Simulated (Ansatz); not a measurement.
`COBCl` + `N=C=O` → `O=C=NBCl` + CH₃OH at 298.15 K and 1 bar (ligand exchange at a B–O bond).

Isolated molecules relaxed with PBE0-D4/def2-TZVP in Ansatz; ΔE leaves out vibrations. CCSD(T)/CBS adds triple-zeta CCSD(T) − MP2 to the extrapolated MP2 energy (def2 sets, frozen cores). This one scheme is used for every species. Each species was taken in one conformer, which may not be the lowest.

| species | CCSD(T)/CBS energy (Eh) | H − E (kJ/mol) | S (J/(mol·K)) |
| --- | --- | --- | --- |
| `COBCl` | -600.27977 | 165.6 | 302.8 |
| `N=C=O` | -168.51995 | 67.5 | 238.3 |
| `O=C=NBCl` | -653.16741 | 89.4 | 315.3 |
| CH₃OH | -115.61712 | 146.3 | 238.2 |

H − E and S are ideal-gas, rigid-rotor, harmonic terms from PBE0-D4/def2-TZVP, for one conformer and one mirror image of each species. 1 Eh = 2625.50 kJ/mol, R = 8.31446 J/(mol·K).

By hand: ΔE, ΔH, ΔS and ΔG.

ΔE = (-653.16741) + (-115.61712) − (-600.27977) − (-168.51995) = 0.01519 Eh = 39.9 kJ/mol. Δ(H − E) = 89.4 + 146.3 − 165.6 − 67.5 = 2.6, so ΔH = 42.5 kJ/mol. ΔS = 315.3 + 238.2 − 302.8 − 238.3 = 12.4 J/(mol·K). ΔG = 42.5 − 298.15 × (12.4)/1000 = 38.8 kJ/mol.

By hand: the equilibrium constant, and the temperature at which ΔG would vanish if ΔH and ΔS stayed fixed.

log₁₀ K = −ΔG/(RT ln 10) = -6.8. ΔG = 0 at ΔH/ΔS = 3427 K, far beyond where these terms or the molecules hold.

The number of gas molecules stays the same, so ΔS is small and ΔH decides. A doubt of 5 kJ/mol in ΔE shifts log₁₀ K by 0.9 here. Other conformers and mirror images would add mixing entropy, several J/(mol·K) or more a flexible species. Modes under 60 cm⁻¹, often nearly free rotors, make the harmonic entropy too high. These are equilibria of isolated gas molecules and say nothing of rates. Largest T1 diagnostic: 0.018 (customary marks: 0.02 for closed shells, 0.045 for open ones).
